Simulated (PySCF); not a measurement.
FK, SMILES [F][K] (connectivity only; charge and spin as stated), charge +1, multiplicity 2. Atoms are numbered in the order given.

```xyz
2

K      0.0000     0.0000    -0.9520
F      0.0000     0.0000     2.0098
```
Charge +1, spin multiplicity 2.

Coordinates come from a B3LYP-D3(BJ)/def2-TZVPD optimisation. The spin state was assumed, not searched.

The numbers are results of ωB97X/def2-TZVPD in PySCF, not measurements.

Mulliken values depend strongly on the basis, most of all with diffuse functions as here. ESP charges are fitted to the potential on shells at 1.4 to 2.0 van der Waals radii. Atomic charges (e):

```csv
atom,ESP fit,Mulliken,Mulliken spin
K1,[?],0.99,0.00
F2,[?],0.01,1.00
```

**Question.** What belongs in the gaps? (The exact figures need the calculation; the answer reports its results.)

**Answer.** 
- K1, ESP fit: 0.97
- F2, ESP fit: 0.03
